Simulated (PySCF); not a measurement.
C5H6OS.
Z-matrix (Å and degrees, GFN2-xTB geometry), rows numbered from 1:
```
O 
C   1  1.2041
C   2  1.4593  1  124.45
C   3  1.3403  2  126.20  1     2.33
C   4  1.4908  3  116.08  2   177.31
C   5  1.5317  4  107.71  3    13.05
S   3  1.7618  2  119.72  1  -178.45
H   2  1.1057  1  121.89  3   179.93
H   4  1.0767  3  122.45  2    -0.19
H   5  1.0956  4  108.75  3  -107.28
H   5  1.0918  4  111.28  3   134.78
H   6  1.0873  5  113.13  4  -136.72
H   6  1.0900  5  111.79  4    99.72
```

NICS is the negative of the GIAO shielding at a point without a nucleus: at the ring centre (0) and 1 Å above and below it (1); zz is the component along the ring normal. Level: GIAO PBE0/pcSseg-1 (PySCF, non-relativistic, gas phase) on the GFN2-xTB geometry, one conformer.

Ring bond lengths (Å), with Mayer bond orders in brackets: C3–C4 1.340 (1.69), C4–C5 1.491 (1.05), C5–C6 1.532 (1.01), C6–S7 1.837 (0.97), S7–C3 1.762 (1.03).

What do the NICS probes read (ppm)?

```tsv
ring	type	NICS(0)	NICS(1), two faces	NICS(1)zz, two faces	rms pucker (Å)	centre to ring atoms, mean (Å)
C3–C4–C5–C6–S7	5-membered ring with S; formal bonds 1 double, 4 single	-4.1	-2.5 / -2.3	-0.2 / 0.5	0.08	1.35
```

What do they say, and how far can they be read as aromaticity?

- C3–C4–C5–C6–S7: mean NICS(1)zz 0.2 ppm, near zero. C5, C6 have four or more neighbours, so the value isn't read as a sign of a π ring current.

What field does 9.4 T along the ring normal induce along that normal at the first NICS(1) probe listed for ring C3–C4–C5–C6–S7, 1 Å off the ring?

NICSzz × B0 = -0.2 ppm × 9.4 T = -2 μT, against the applied field.
